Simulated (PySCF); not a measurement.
Ionisation energy of Ru(24+) by level of theory

Ru(24+) [Ar] 3d2 [3d3/2^2, M_J = 2] → Ru(25+) [Ar] 3d1 [3d3/2^1, M_J = 3/2], as a difference of total energies. Computed with PySCF 2.14 in an even-tempered Gaussian basis (16 s from 3.2 bohr⁻², ratio 2.8; 12 p from 4.2 bohr⁻², ratio 2.8; 8 d from 4.2 bohr⁻², ratio 2.8; 3 f from 13 bohr⁻², ratio 3), with the two-component X2C-1e Hamiltonian. Correlated levels: [Ne] frozen; the 74 highest virtual spinors dropped. "Screened" scales the spin-orbit matrix elements by Boettger's factors to mimic the two-electron term; Breit and QED terms are absent.

```tsv
method	ionisation energy (eV)
GHF (spin-free)	1184.2
GMP2 (spin-free)	1184.1
GHF (screened spin-orbit)	1186.0
GMP2 (screened spin-orbit)	1186.0
```

Breit and QED terms and the two-electron picture change are absent.

The spin-free rows relax to the high-spin LS determinant and lack the spin-orbit shift.

The labels give the starting determinants; with spin-orbit coupling the two ends relaxed to ⟨J²⟩ = 6.28, ⟨L²⟩ = 11.09, ⟨S²⟩ = 1.72 and ⟨J²⟩ = 3.75, ⟨L²⟩ = 6.01, ⟨S²⟩ = 0.76.

For comparison: 1187 ± 4 eV (theoretical estimate listed by NIST; NIST Atomic Spectra Database, ionization energies).
